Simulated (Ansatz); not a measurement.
Born–Oppenheimer molecular dynamics of CH$_{6}$BFO$_{2}$Si (12 atoms, charge 0, multiplicity 1). It starts from a relaxed structure.

Method: RKS PBE0/STO-3G in Ansatz 0.2.0.

```json
{
 "ensemble": "NVE (velocity Verlet)",
 "time step": "0.5 fs",
 "steps asked": "217",
 "starting velocities drawn for": "700 K",
 "seed": "692367"
}
```

First frame:

```xyz
12
Properties=species:S:1:pos:R:3
C -0.974 1.459 -1.446
B -0.325 0.845 -0.141
O 0.279 -0.348 -0.200
Si 0.993 -1.095 1.166
O 0.219 -2.569 1.432
F 2.539 -1.321 0.717
H -2.044 1.647 -1.289
H -0.867 0.820 -2.329
H -0.522 2.434 -1.674
H -0.382 1.452 0.871
H 0.867 -0.306 2.371
H 0.293 -3.074 0.555
```

(1) How far do the bonds stretch over the last three quarters of this one trajectory? (Pairs bonded in most of those frames.)

## Answers

(1) 
```tsv
bond	mean (Å)	spread (Å)	shortest	longest
C1–B2	1.587	0.040	1.50	1.65
C1–H7	1.103	0.031	1.05	1.16
C1–H8	1.100	0.013	1.07	1.13
C1–H9	1.099	0.016	1.07	1.14
B2–O3	1.341	0.025	1.29	1.39
B2–H10	1.188	0.041	1.13	1.25
O3–Si4	1.708	0.025	1.67	1.76
Si4–O5	1.696	0.016	1.67	1.72
Si4–F6	1.628	0.021	1.59	1.67
Si4–H11	1.449	0.003	1.44	1.45
O5–H12	1.016	0.015	0.99	1.04
```

Mean temperature of the second half: 387 K. The conserved energy stayed within 0.27 meV per atom of its start (net change 0.13 meV per atom), so the integration is sound. The temperature averaged 0.55 of the 700 K drawn at the start: a run that starts near a minimum puts about half its kinetic energy into the potential. A run of 0.11 ps of so small a system gives no equilibrium averages. Limits of this set-up: minimal basis.

The run took 17 min on 1 CPU thread of a shared host.
